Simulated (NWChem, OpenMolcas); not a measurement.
**AlPNH4OF (SMILES [NH2][Al]([F])[PH]O): methods side by side**

AlPNH4OF: 9 atoms, total charge 0, spin state singlet. SMILES: `[NH2][Al]([F])[PH]O`. The coordinates come from a PBE0-D4/def2-TZVP relaxation. This is one conformer, not always the lowest.

Each level gives the HOMO–LUMO gap (eV). The values are calculated.

```csv
level,kind,program,value (eV)
HF/def2-SVP,Hartree–Fock,NWChem,12.23
SVWN5/def2-SVP,LDA,OpenMolcas,4.24
BLYP/def2-SVP,GGA,OpenMolcas,4.31
PBE/def2-SVP,GGA,OpenMolcas,4.34
revPBE/def2-SVP,GGA,OpenMolcas,4.39
BHLYP/def2-SVP,global hybrid,OpenMolcas,8.39
PBE0/def2-SVP,global hybrid,OpenMolcas,6.44
B2PLYP/def2-SVP,double hybrid,OpenMolcas,8.62
```

The values span 4.24 to 12.23 eV. Orbital gaps aren't excitation energies, and those of double hybrids come from the SCF part alone; they tend to grow with the share of exact exchange.
